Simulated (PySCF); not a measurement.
Radial density of Nb+ (niobium, charge +1)

UHF, [Kr] 4d3 5s1, high-spin 5F determinant (an excited configuration). Computed with PySCF 2.14 in aug-cc-pVTZ-PP with ECP28MDF (6s6p5d3f2g, 88 functions), with a scalar-relativistic core potential. This is the valence pseudo-density: the core potential removes the inner electrons and smooths the orbitals near the nucleus.

```csv
r (bohr),4πr²ρ (e/bohr),4πr²(ρα − ρβ)
0.0366,1.776e-05,0.0000
0.0616,4.614e-05,0.0000
0.104,0.0001694,0.0000
0.174,0.001403,0.0003
0.293,0.02289,0.0045
0.493,0.6389,0.0759
0.829,6.770,0.7112
1.39,7.980,1.7367
2.35,1.888,1.3102
3.95,0.3726,0.3691
6.64,0.01712,0.0171
```

Energies and moments cover only the electrons outside the core potential.
